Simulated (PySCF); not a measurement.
Two species compared at the same levels of theory.

First species: C6H12FNSi.
Cartesian coordinates in Å at the GFN2-xTB level; atoms count from 1:
```
atom  x, y, z in Å
C1    -1.673   -1.566    0.253
C2    -1.700   -0.294   -0.128
C3    -2.855    0.601    0.213
Si4   -0.264    0.489   -1.070
C5     0.911    1.277    0.260
F6     0.229    2.351    0.823
C7     1.248    0.299    1.331
N8     2.089   -0.633    1.334
C9     2.950   -0.916    0.225
H10   -2.477   -2.010    0.820
H11   -0.847   -2.216    0.019
H12   -2.504    1.466    0.773
H13   -3.325    0.968   -0.698
H14   -3.600    0.075    0.806
H15    0.518   -0.499   -1.816
H16   -0.705    1.594   -1.924
H17    1.806    1.703   -0.203
H18    0.644    0.402    2.227
H19    3.058   -0.101   -0.499
H20    3.928   -1.178    0.631
H21    2.561   -1.793   -0.294
```

Second species: C5H12O2Si.
SMILES: `CCO[C@@H]1CC[SiH2]O1`

Levels: PBE0/pcSseg-1 for HOMO energy, LUMO energy and HOMO–LUMO gap. Geometries: GFN2-xTB. All species are isolated and taken at one optimised geometry, non-relativistic unless stated; the electronic structure was computed with PySCF and density fitting.

The conformers computed, where there is a choice (atom-mapped SMILES and torsion angles):
- `[CH2:1]=[C:2]([CH3:3])[SiH2:4][C@@H:5]([F:6])/[CH:7]=[N:8]\[CH3:9]`: C1–C2–Si4–C5 -92°, C2–Si4–C5–F6 -68°, Si4–C5–C7–N8 80°

The conformers of `CCO[C@@H]1CC[SiH2]O1` aren't listed.

Values for the first species:

```
HOMO energy   : -6.95 eV
LUMO energy   : -0.49 eV
HOMO–LUMO gap : 6.46 eV
```

Problem. Estimate the same properties for the second species, and the change in each.

Solution. 
```json
{"property": "HOMO energy", "first": "-6.95 eV", "second": "-7.73 eV", "second less first": "-0.78 eV"}
{"property": "LUMO energy", "first": "-0.49 eV", "second": "0.65 eV", "second less first": "+1.14 eV"}
{"property": "HOMO–LUMO gap", "first": "6.46 eV", "second": "8.38 eV", "second less first": "+1.92 eV"}
```

